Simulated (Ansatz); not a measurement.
A search over several starts for the lowest SCF solution of BNF3H3⁺, that is B(NH3)F3 with one electron fewer at the given spin, in a small basis.

```yaml
crystal:
  periodic: [false, false, false]
  atoms:
    - {symbol: B, position_ang: [-0.002315, 0.003052, -0.856416]}
    - {symbol: N, position_ang: [0.002256, -0.002949, 0.831197]}
    - {symbol: H, position_ang: [-0.953866, 0.034391, 1.190382]}
    - {symbol: H, position_ang: [0.515189, 0.805315, 1.189231]}
    - {symbol: H, position_ang: [0.448282, -0.852384, 1.183476]}
    - {symbol: F, position_ang: [1.326569, -0.027539, -1.183013]}
    - {symbol: F, position_ang: [-0.640565, 1.171662, -1.173419]}
    - {symbol: F, position_ang: [-0.695560, -1.131537, -1.181429]}
basis:
  gaussian: {orbitals: def2-SVP}
total_charge: 1
magnetization: {spin_polarized: true, initial_magnetization: 1}
hamiltonian: {xc: pbe0, dispersion: d4}
output: {orbitals: {seedname: orbitals}}
```

```sh
$ ansatz run in.yaml --threads 4 --pin off --events-out ev --progress --plain --max-ram 3916MiB
```

Output, abridged:

```
Functional definition: PBE0
821 factors; integrals over basis functions are off by at most 9.9e-4 eV
mean field evaluation 1: about -10332.8484 eV, gradient 4.9e1 eV
mean field evaluation 2: about -10330.3979 eV, gradient 5.9e1 eV
mean field evaluation 4: about -10340.4052 eV, gradient 2.7e0 eV
mean field evaluation 8: about -10340.6319 eV, gradient 2.3e-1 eV
mean field evaluation 16: about -10340.6321 eV, gradient 2.9e-3 eV
mean field evaluation 32: about -10340.6839 eV, gradient 4.9e-6 eV
mean field evaluation 64: about -10340.5731 eV, gradient 5.3e0 eV
mean field -10340.68390581 eV, -380.0131243713 hartree, gradient 4.9e-6 eV, S^2 0.755448; 6 other end points of the search recorded, 0 dependent functions left out
reference -10340.68392568 eV, -380.0131251013 hartree; 21, 20 occupied and 64, 65 virtual orbitals, 821 factors
Total energy: -10340.75887668 eV, -380.0158794999 hartree
```

Run time 5.5 s (4 threads of Arm Neoverse V1 on a shared host).
